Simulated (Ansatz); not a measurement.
CH4BrNOSi, SMILES `N=C[SiH](O)Br`. Charge 0, multiplicity 1.

Cartesian coordinates in Å:
```
N 1.820 -0.799 -0.059
C 0.638 -0.953 -0.493
Si -0.724 0.328 -0.271
O -0.175 1.532 0.688
Br -2.467 -0.697 0.650
H 1.921 0.103 0.415
H 0.423 -1.890 -1.020
H -1.158 0.929 -1.548
H -0.279 1.447 1.638
```

Question: List the harmonic frequencies (cm⁻¹, unscaled) at PBE0-D4/def2-TZVP in Ansatz. (An estimate is asked.)

Answer: The calculation gave: 65, 109, 186, 228, 236, 385, 470, 630, 696, 758, 822, 866, 938, 1181, 1218, 1410, 1677, 2269, 3057, 3416, 3918.

Question: Is this a minimum?

Answer: Yes, all 21 modes are real.

Question: Give the ideal-gas thermochemistry at 298.15 K and 1 bar (rigid rotor, harmonic oscillator; point group C1, symmetry number 1).

Answer: Zero-point energy 146.7 kJ/mol; H(298) − E = 167.9 kJ/mol; entropy 360.3 J/(mol·K), of which translation 171.7, rotation 118.0, vibration 70.6; G(298) − E = 60.5 kJ/mol. Modes under 100 cm⁻¹ are hindered rotations or soft bends, so the harmonic entropy is rough.

Question: And at 400, 500, 600, 800 and 1000 K?

Answer: 
```
T (K)  H − E (kJ/mol)  S (J/mol/K)  G − E (kJ/mol)
  400           179.3        393.2            22.1
  500           192.0        421.5           -18.7
  600           205.9        446.7           -62.1
  800           236.0        490.0          -155.9
 1000           268.7        526.3          -257.7
```

Question: Rotational constants (cm⁻¹)?

Answer: 0.1554, 0.04484, 0.03799.
